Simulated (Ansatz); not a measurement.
Reaction (homolysis of the Si–Si bond): `N[SiH2][SiH](F)S` → `F[SiH]S`• + `N[SiH2]`•

Program: Ansatz. Geometries: PBE0-D4/def2-TZVP. ΔE: electronic, gas phase. CBS: MP2 limit from def2 TZ/QZ plus the TZ coupled-cluster correction, frozen cores. DFT in def2-TZVPP. No spin–orbit coupling; open shells (•) take unrestricted orbitals. Each species was taken in one conformer, which may not be the lowest.

CCSD(T)/CBS gives +79.3 kcal/mol.

(1) Another level gave +71.6 kcal/mol. Which?
A. MP2/def2-TZVPP
B. ωB97M-V/def2-TZVPP
C. r2SCAN-D4/def2-TZVPP
D. PBE-D4/def2-TZVPP

Largest T1 diagnostic among the species: 0.015.

Results:

(1) C. r2SCAN-D4 71.6, ωB97M-V 79.1, MP2/def2-TZVPP 77.5, PBE-D4 73.6 kcal/mol.

From PBE to PBE0 (25 % exact exchange), in def2-TZVPP and without D4, ΔE moves by +2.0 kcal/mol. The D4 term adds +4.5 kcal/mol with B3LYP and +2.5 kcal/mol with PBE0; it sums over pairs of atoms, weighted by their polarisabilities, and B3LYP, whose exchange is more repulsive, gets the larger term. In def2-TZVPP, CCSD(T) changes the Hartree–Fock value by +20.9 kcal/mol (the triples alone add +1.5 kcal/mol) and MP2 by +21.6 kcal/mol; breaking electron pairs costs correlation energy, which Hartree–Fock lacks.

B3LYP here is the variant with VWN-RPA as its local correlation; programs differ in this.
